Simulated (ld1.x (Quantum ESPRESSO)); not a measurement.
**Wu–Cohen PAW dataset for O, scalar-relativistic all-electron reference.**

ld1.x (Quantum ESPRESSO) 7.5 was run on this input:

```
&input
   title='O', zed=8., rel=1, dft='WC', iswitch=3,
   config='[He] 2s1.75 2p4.25 3d-2',
   nld=3, rlderiv=1.05, eminld=-4.0, emaxld=5.0, deld=0.02
 /
 &inputp
   pseudotype=3, lpaw=.true., tm=.true., lloc=-2, rcloc=0.65,
   nlcc=.true., new_core_ps=.true.,
   which_augfun='BESSEL', rmatch_augfun=0.75,
   file_pseudopw='O.UPF', file_wfcaegen='ae.wfc', file_wfcncgen='nc.wfc', file_beta='beta', file_chi='chi', file_wfcusgen='us.wfc'
 /
5
2S  1  0   1.75   0.00  0.70  0.85  0.0
2S  1  0   0.00  -0.60  0.70  0.85  0.0
2P  2  1   4.25   0.00  0.75  0.95  0.0
2P  2  1   0.00  -0.05  0.75  0.95  0.0
3D  3  2  -2.00   0.05  0.70  0.85  0.0
 &test
   configts(1)='2s1.75 2p4.25'
 /
```

Command:

```bash
ld1.x < O.in > O.out
```

The program printed (shortened: banner, matrices, multipoles, cross overlaps and the repeated all-electron block are left out):

```
Program LD1 v.7.5

     !!!!!!!!!!!!!!!!!!! WARNING !!!!!!!!!!!!!!!!!!!!!!!
     Message from routine ld1_readin:
     US requires at least two energies per channel 3D
     !!!!!!!!!!!!!!!!!!!!!!!!!!!!!!!!!!!!!!!!!!!!!!!!!!!
     --------------------------- All-electron run ----------------------------

     O
     scalar relativistic calculation

     atomic number is  8.00
     dft =WC   lsd =0 sic =0 latt =0  beta=0.20 tr2=1.0E-14
     Exchange-correlation= WC
                           (   1   4  11   4   0   0   0)
     mesh =1095 r(mesh) =  99.04343 a.u. xmin = -7.00 dx = 0.01250
     1 Ry =  13.60569312 eV, c = 137.03599908

     n l     nl                  e(Ry)          e(Ha)          e(eV)
     1 0     1S 1( 2.00)       -37.7784       -18.8892      -514.0012
     2 0     2S 1( 1.75)        -1.7598        -0.8799       -23.9436
     2 1     2P 1( 4.25)        -0.6695        -0.3348        -9.1095

     final scf error:  4.2E-16 reached in  22 iterations

     Etot =    -149.477318 Ry,     -74.738659 Ha,   -2033.742518 eV

     Ekin =     149.263468 Ry,      74.631734 Ha,    2030.832947 eV
     Encl =    -355.284458 Ry,    -177.642229 Ha,   -4833.891312 eV
     Eh   =      72.799401 Ry,      36.399701 Ha,     990.486315 eV
     Exc  =     -16.255730 Ry,      -8.127865 Ha,    -221.170469 eV

     normalization and overlap integrals

     s(1S/1S) =  1.000000  <r> =   0.1998  <r2> =    0.0539  r(max) =   0.1298
     s(2S/2S) =  1.000000  <r> =   1.1411  <r2> =    1.5846  r(max) =   0.8677
     s(2P/2P) =  1.000000  <r> =   1.2602  <r2> =    2.1145  r(max) =   0.8151

     ------------------------ End of All-electron run ------------------------

     --------------------- Generating PAW atomic setup --------------------

      Generating local potential from pseudized AE potential:
      Matching radius rcloc =   0.6500
      Enforcing V''(0)=0 (lloc=-2)

      Local pseudo, rcloc= 0.651 Estimated cut-off energy=    69.06 Ry

      Computing core charge for nlcc:

       r > 0.34 : true rho core
      Core charge pseudized with two Bessel functions
      Integrated core pseudo-charge :   1.38
      Wfc-us  2S rcutus= 0.857  Estimated cut-off energy=    60.26 Ry
      Wfc-us  2S rcutus= 0.857  Estimated cut-off energy=    62.26 Ry
      Wfc-us  2P rcutus= 0.947  Estimated cut-off energy=    84.41 Ry
      Wfc-us  2P rcutus= 0.947  Estimated cut-off energy=    86.08 Ry
      Wfc-us  3D rcutus= 0.857  Estimated cut-off energy=   138.07 Ry

     Required augmentation: BESSEL   radius:    0.750000
     Suggested rho cutoff for augmentation: 173.62 Ry

     Estimated PAW energy =  -40.620785 Ryd

     ------------------- End of pseudopotential generation -------------------

     Computing logarithmic derivative in   1.05319
     Computing logarithmic derivative in   1.05319
     Computing the partial wave expansion
     R is outside the sphere for l=    0 j= 0.00
     R is outside the sphere for l=    0 j= 0.00
     R is outside the sphere for l=    1 j= 0.00
     R is outside the sphere for l=    1 j= 0.00
     R is outside the sphere for l=    2 j= 0.00

     ---------------------- Testing the pseudopotential ----------------------

     O
     scalar relativistic calculation

     atomic number is  8.00   valence charge is  6.00
     dft = SLA  PW   WCX  PBC   lsd =0 sic =0 latt =0  beta=0.20 tr2=1.0E-14
     mesh =1095 r(mesh) =  99.04343 xmin = -7.00 dx = 0.01250

     n l     nl             e AE (Ry)        e PS (Ry)    De AE-PS (Ry)
     1 0     2S   1( 1.75)       -1.75982       -1.75986        0.00004
     2 1     2P   1( 4.25)       -0.66953       -0.66955        0.00001

     eps = 2.9E-16  iter =  4

     Etot =    -149.477318 Ry,     -74.738659 Ha,   -2033.742518 eV
     Etotps =   -40.620887 Ry,     -20.310444 Ha,    -552.675325 eV

     Ekin =      32.953671 Ry,      16.476835 Ha,     448.357535 eV
     Encl =     -84.640919 Ry,     -42.320460 Ha,   -1151.598372 eV
     Ehrt =      27.322087 Ry,      13.661044 Ha,     371.735936 eV
     Ecxc =     -16.255726 Ry,      -8.127863 Ha,    -221.170424 eV
     (Ecc =      -4.558108 Ry,      -2.279054 Ha,     -62.016225 eV)

     ---------------------- End of pseudopotential test ----------------------
```

Generation and configuration tests took about 6.2 s on one core of a shared server CPU.
